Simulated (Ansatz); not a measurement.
Start from `N[SiH2]N[SiH](N)O` and change one atom or group to get `N[SiH2]N[SiH](N)F`.

Ansatz, PBE0-D4/def2-TZVP geometries, multiplicity 1. Each molecule was computed in one conformer, which needn't be the lowest.

| property | `N[SiH2]N[SiH](N)O` |
| --- | --- |
| HOMO–LUMO gap (B3LYP/def2-TZVPP) / eV | 7.44 |
| size of the dipole moment (B3LYP/def2-TZVPP) / D | 2.78 |
| HOMO energy (ωB97M-V/def2-TZVPP) / eV | -9.85 |
| HOMO–LUMO gap (PBE/def2-TZVPP) / eV | 5.70 |
| HOMO energy (B3LYP/def2-TZVPP) / eV | -7.21 |
| HOMO–LUMO gap (ωB97M-V/def2-TZVPP) / eV | 11.83 |

(1) Give the same properties after the change, and the shifts. (Estimate.)

Results:

(1) Ansatz gave: 
| property | `N[SiH2]N[SiH](N)F` | shift |
| --- | --- | --- |
| HOMO–LUMO gap (B3LYP/def2-TZVPP) / eV | 7.46 | 0.02 |
| size of the dipole moment (B3LYP/def2-TZVPP) / D | 3.06 | 0.28 |
| HOMO energy (ωB97M-V/def2-TZVPP) / eV | -9.83 | 0.02 |
| HOMO–LUMO gap (PBE/def2-TZVPP) / eV | 5.74 | 0.04 |
| HOMO energy (B3LYP/def2-TZVPP) / eV | -7.19 | 0.02 |
| HOMO–LUMO gap (ωB97M-V/def2-TZVPP) / eV | 11.85 | 0.02 |

Dipoles are sizes alone; their direction can turn.

B3LYP here is the variant with VWN-RPA as its local correlation; programs differ in this.
